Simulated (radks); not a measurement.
The numbers below are computed, except where a source is named.
Bi3+, configuration [Xe] 4f14 5d10 6s1 6f1 (not the ground configuration).

Level of theory: Dirac Kohn-Sham, LDA (Slater exchange, Perdew-Wang correlation), spin-unpolarised, spherical densities, finite nucleus; open shells fill j = l - 1/2 first; Fermi nuclear charge, rms radius 5.5211 fm (a radial shooting solver on a logarithmic mesh with Libxc functionals).

Energy parts (hartree):
total: -21560.3039
kinetic: 25175.1430
electron-nucleus: -54540.0648
Hartree: 8190.4145
exchange-correlation: -385.7966

Orbitals (lengths in bohr, moments of r in powers of bohr):
1s1/2: occ. 2; eigenvalue (hartree) -3322.784; <r> 0.01581
2s1/2: occ. 2; eigenvalue (hartree) -597.6769; <r> 0.06583
2p1/2: occ. 2; eigenvalue (hartree) -574.7599; <r> 0.05390
2p3/2: occ. 4; eigenvalue (hartree) -489.6119; <r> 0.06294
3s1/2: occ. 2; eigenvalue (hartree) -145.2446; <r> 0.1712
3p1/2: occ. 2; eigenvalue (hartree) -134.7938; <r> 0.1616
3p3/2: occ. 4; eigenvalue (hartree) -115.7335; <r> 0.1781
3d3/2: occ. 4; eigenvalue (hartree) -98.43025; <r> 0.1545
3d5/2: occ. 6; eigenvalue (hartree) -94.38529; <r> 0.1595
4s1/2: occ. 2; eigenvalue (hartree) -34.32014; <r> 0.3772
4p1/2: occ. 2; eigenvalue (hartree) -29.76381; <r> 0.3779
4p3/2: occ. 4; eigenvalue (hartree) -25.05680; <r> 0.4128
4d3/2: occ. 4; eigenvalue (hartree) -17.60081; <r> 0.4163
4d5/2: occ. 6; eigenvalue (hartree) -16.72188; <r> 0.4274
4f5/2: occ. 6; eigenvalue (hartree) -7.03411; <r> 0.4380
4f7/2: occ. 8; eigenvalue (hartree) -6.83207; <r> 0.4441
5s1/2: occ. 2; eigenvalue (hartree) -7.09527; <r> 0.8306
5p1/2: occ. 2; eigenvalue (hartree) -5.50571; <r> 0.8832
5p3/2: occ. 4; eigenvalue (hartree) -4.58803; <r> 0.9724
5d3/2: occ. 4; eigenvalue (hartree) -2.35463; <r> 1.187
5d5/2: occ. 6; eigenvalue (hartree) -2.23989; <r> 1.226
6s1/2: occ. 1; eigenvalue (hartree) -1.69885; <r> 1.957
6f5/2: occ. 1; eigenvalue (hartree) -0.33378; <r> 6.272
6f7/2: occ. 0; eigenvalue (hartree) -0.33251; <r> 6.294

The highest occupied level is 6f5/2 at -9.083 eV. The density falls to 0.001 e/bohr^3 at r = 3.22 bohr. Summed over all electrons, <r^2> = 81.17 bohr^2, which gives a Langevin (diamagnetic) susceptibility term of -64.3 x 10^-6 cm^3/mol.
